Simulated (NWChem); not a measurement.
Molecule: CH4BeSe; SMILES [CH3][Be][SeH]

```xyz
7

Be     0.0086    -1.1513     0.0004
C      0.0176    -2.8253     0.0007
H     -0.6949    -3.2462    -0.7307
H     -0.2426    -3.2485     0.9867
H      1.0128    -3.2256    -0.2652
Se     0.0360     0.8929     0.0001
H     -1.4379     0.9174     0.0001
```
Atoms are numbered in this order, from 1.

All runs: NWChem. Pople sets run with spherical d functions. Structure relaxed at the PBE0/def2-SVP level.

Taking B3LYP/6-311G** as the yardstick, which of these has the fewest basis functions while keeping “highest occupied level (eV)” within 0.1 eV of it: B3LYP/3-21G; B3LYP/6-31G*; B3LYP/STO-3G?

none of them.
```csv
level,basis functions,highest occupied level (eV),relative time (rough)
B3LYP/STO-3G,32,-4.78,1
B3LYP/3-21G,48,-6.67,1
B3LYP/6-31G*,68,-6.76,3
B3LYP/6-311G**,104,-6.89,4
```

The yardstick is one finite set, not the basis-set limit.
